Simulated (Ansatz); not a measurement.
`F[SiH2][InH2]` and `B[SiH2]F` differ in one atom or group.

Ansatz, PBE0-D4/def2-TZVP geometries, multiplicity 1. 

Elements past krypton have def2 core potentials.

| property | `F[SiH2][InH2]` |
| --- | --- |
| zero-point energy (PBE0-D4/def2-TZVP) / kJ/mol | 81.9 |
| HOMO–LUMO gap (ωB97M-V/def2-TZVPP) / eV | 8.70 |
| HOMO–LUMO gap (PBE/def2-TZVPP) / eV | 3.34 |
| HOMO energy (ωB97M-V/def2-TZVPP) / eV | -9.42 |
| HOMO energy (PBE/def2-TZVPP) / eV | -6.34 |
| HOMO energy (B3LYP/def2-TZVPP) / eV | -7.24 |

Give the same properties after the change, and the shifts. (An estimate is asked.)

Computed: 
```
                                      property  `B[SiH2]F`  shift
zero-point energy (PBE0-D4/def2-TZVP) / kJ/mol       102.9   21.0
       HOMO–LUMO gap (ωB97M-V/def2-TZVPP) / eV        9.99   1.29
           HOMO–LUMO gap (PBE/def2-TZVPP) / eV        3.51   0.17
         HOMO energy (ωB97M-V/def2-TZVPP) / eV      -10.71  -1.29
             HOMO energy (PBE/def2-TZVPP) / eV       -7.22  -0.88
           HOMO energy (B3LYP/def2-TZVPP) / eV       -8.34  -1.10
```

With PBE0 the HOMO falls by 1.10 eV and the LUMO falls by 0.42 eV, so the gap widens by about 0.68 eV. PBE moves the HOMO by -0.88 eV and ωB97M-V by -1.29 eV.

B3LYP here is the variant with VWN-RPA as its local correlation; programs differ in this.
